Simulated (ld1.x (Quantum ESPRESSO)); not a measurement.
**Varying the TM potential for Os (Z = 76)**

Base potential:

| Property | Result |
| --- | --- |
| Element | osmium |
| Generator | ld1.x (Quantum ESPRESSO) 7.5 |
| Type | norm-conserving Troullier–Martins (Kleinman–Bylander form) |
| Functional | LDA (PZ) |
| Relativity | scalar-relativistic |
| Frozen core | [Kr] 4d10 4f14 5s2 |
| Valence charge | 14 |
| Reference configuration | 5p6 5d6 6s0.5 6p0 (charge +1.5) |
| Partial waves | 5p (bound): rc 1.25 bohr; 5d (bound): rc 2.20 bohr; 6s (bound): rc 2.10 bohr |
| Local potential | the s channel |
| Core correction | none |

Cutoffs, loose and tight: the cutoffs (Ry, on a coarse ladder) from which the occupation-weighted sum of valence levels, in a spherical-Bessel basis at the reference potential, stays within 10 and 1 mRy of its value at 400 Ry. They do not see the model core or the augmentation charge, which bear on the density cutoff. Test errors are all-electron minus pseudo excitation energies from the reference, over the configurations 5p6 5d6 6s2 6p0; 5p6 5d6 6s1 6p0; 5p6 5d6 6s0 6p0; 5p6 5d7 6s1 6p0; 5p6 5d5 6s2 6p0; 5p5 5d6 6s2 6p0; 5p6 5d7 6s0 6p0 (two spin-polarised tests are not counted in the largest error). A dash means not determined; rows that change the core or the reference have their own tests.

```csv
change,outcome,"cutoff, loose","cutoff, tight",bound ghosts,largest test error (meV)
base,generated,110 Ry,180 Ry,none,-331
core correction a·sin(br)/r model core inside 0.52 bohr,generated,110 Ry,180 Ry,none,-386
core correction a·sin(br)/r model core inside 0.72 bohr,generated,110 Ry,180 Ry,none,-386
core correction a·sin(br)/r model core inside 0.90 bohr,generated,110 Ry,180 Ry,none,-383
core correction a·sin(br)/r model core inside 1.00 bohr,generated,110 Ry,180 Ry,none,-380
core correction a·sin(br)/r model core inside 1.20 bohr,generated,110 Ry,180 Ry,none,-369
core correction a·sin(br)/r model core inside 1.34 bohr,generated,110 Ry,180 Ry,none,-360
core correction a·sin(br)/r model core inside 1.46 bohr,generated,110 Ry,180 Ry,none,-352
```
